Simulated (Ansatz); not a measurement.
Mulliken charges of CH5FNSc, SMILES `[CH3][Sc]([NH2])[F]` from ωB97M-V/def2-TZVPP in Ansatz (PBE0-D4/def2-TZVP geometry).

```tsv
atom	x (Å)	y (Å)	z (Å)	charge (e)
C1	-1.328	0.285	-0.905	-0.609
Sc2	0.592	-0.549	-0.250	0.885
N3	1.325	0.078	1.472	-0.399
F4	1.498	-1.791	-1.282	-0.426
H5	-1.759	-0.214	-1.781	0.110
H6	-2.079	0.238	-0.104	0.111
H7	-1.229	1.349	-1.164	0.111
H8	0.877	0.754	2.080	0.110
H9	2.192	-0.196	1.916	0.107
```

Task: By hand: the dipole of these point charges (1 e Å = 4.8032 D).

Result: Σ q r = (-0.064, 0.287, 0.386) e Å, of length 0.485 e Å = 2.33 D.

Task: How does the dipole of the full density compare? (Best estimate.)

Result: Computed: (0.034, 0.201, 0.357) e Å, 1.97 D; the point charges give 1.18 times that, at 14° from its direction.

Point charges leave out the atoms' own dipoles, such as those of lone pairs, and Mulliken's split depends on the basis, so the two needn't agree.
